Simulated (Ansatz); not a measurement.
Relaxation of CH4BFO (8 atoms, charge 0, multiplicity 1), to a largest force component of 0.02 eV/Å in at most 40 steps.

Computed with Ansatz, RKS LDA/def2-SVP.

```xyz
8
Properties=species:S:1:pos:R:3:forces:R:3
B 0.000 0.000 0.000 1.51 0.05 1.63
O 0.000 0.000 1.410 -1.34 -0.70 -1.80
H -0.909 -0.281 1.747 1.16 0.63 -0.43
C 1.386 0.000 -0.800 -1.11 0.41 0.67
H 1.715 -1.046 -0.970 0.06 0.00 -0.02
H 1.249 0.508 -1.777 0.10 -0.11 -0.04
H 2.155 0.538 -0.208 0.08 -0.14 -0.05
F -1.143 0.000 -0.660 -0.46 -0.13 0.04
```

Task: Where does it end, and by what steps?

Result: The forces met the threshold. The force dipped under the threshold on the way, but the program's further checks kept it going. After 13 steps the energy has fallen by 0.186 eV; F8 moved furthest, 0.44 Å.

```json
{"step": "0", "energy less start (eV)": "0.0000", "largest force component (eV/Å)": "1.798", "accepted": "yes"}
{"step": "1", "energy less start (eV)": "-0.1183", "largest force component (eV/Å)": "1.698", "accepted": "yes"}
{"step": "2", "energy less start (eV)": "-0.1618", "largest force component (eV/Å)": "1.119", "accepted": "yes"}
{"step": "3", "energy less start (eV)": "-0.1648", "largest force component (eV/Å)": "0.667", "accepted": "yes"}
{"step": "4", "energy less start (eV)": "-0.1364", "largest force component (eV/Å)": "1.062", "accepted": "no"}
{"step": "5", "energy less start (eV)": "-0.1814", "largest force component (eV/Å)": "0.124", "accepted": "yes"}
{"step": "6", "energy less start (eV)": "-0.1843", "largest force component (eV/Å)": "0.057", "accepted": "yes"}
{"step": "7", "energy less start (eV)": "-0.1853", "largest force component (eV/Å)": "0.032", "accepted": "yes"}
{"step": "8", "energy less start (eV)": "-0.1855", "largest force component (eV/Å)": "0.049", "accepted": "yes"}
{"step": "9", "energy less start (eV)": "-0.1857", "largest force component (eV/Å)": "0.042", "accepted": "yes"}
{"step": "10", "energy less start (eV)": "-0.1860", "largest force component (eV/Å)": "0.004", "accepted": "yes"}
{"step": "11", "energy less start (eV)": "-0.1861", "largest force component (eV/Å)": "0.014", "accepted": "yes"}
{"step": "12", "energy less start (eV)": "-0.1857", "largest force component (eV/Å)": "0.094", "accepted": "no"}
{"step": "13", "energy less start (eV)": "-0.1861", "largest force component (eV/Å)": "0.009", "accepted": "yes"}
```

```xyz
8
Properties=species:S:1:pos:R:3
B 0.040 -0.101 0.027
O -0.026 0.128 1.354
H -0.935 0.012 1.695
C 1.370 0.012 -0.764
H 1.601 -0.955 -1.264
H 1.267 0.760 -1.581
H 2.227 0.297 -0.123
F -1.093 -0.435 -0.603
```

Whether the end is a true minimum wasn't checked by a vibrational analysis.

The run took 16 s on 1 thread of Intel(R) Xeon(R) 6975P-C (Granite Rapids), with other jobs on the host, peak memory 0.15 GiB.
